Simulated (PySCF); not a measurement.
## C₆ coefficients of unlike pairs at PBE0

Calculated with PySCF 2.14 from the dipole response of each species, C₆(A,B) = (3/π) ∫ α_A(iu) α_B(iu) du, in atomic units, from isotropic polarisabilities. For ions this is the dispersion term alone; charge-induced terms of lower order in 1/R come first.

```tsv
species	configuration	basis	relativity	α (bohr³)	C₆ (like pair)
Sr	[Kr] 5s2 (1S)	aug-cc-pVTZ-X2C (8s7p5d2f)	spin-free X2C	203.8	3344
Ba²⁺	[Xe] (1S)	x2c-TZVPPall with one added diffuse shell each of s, p, d type (12s8p7d2f1g)	spin-free X2C	10.51	76.13
Ar³⁺	[Ne] 3s2 3p3 (4S)	aug-cc-pVQZ-DK (7s6p4d3f2g)	spin-free X2C	3.564	9.688
Tc²⁺	[Kr] 4d5 (6S)	aug-cc-pwCVTZ-PP with ECP28MDF (8s8p7d4f3g)	core potential	8.888	47.55
```

**Question.** Estimate C₆ for Tc²⁺ with Ar³⁺.

**Answer.** The integral gives 21.40. The combination rule 2 C_A C_B / (C_A α_B/α_A + C_B α_A/α_B) gives 21.31 and the geometric mean 21.46.

No spin-orbit coupling is included.

The other pairs:

```csv
pair,C₆
"Tc²⁺, Ba²⁺",60.09
"Ar³⁺, Ba²⁺",27.12
"Ba²⁺, Sr",331.0
"Ar³⁺, Sr",114.1
"Tc²⁺, Sr",270.7
```
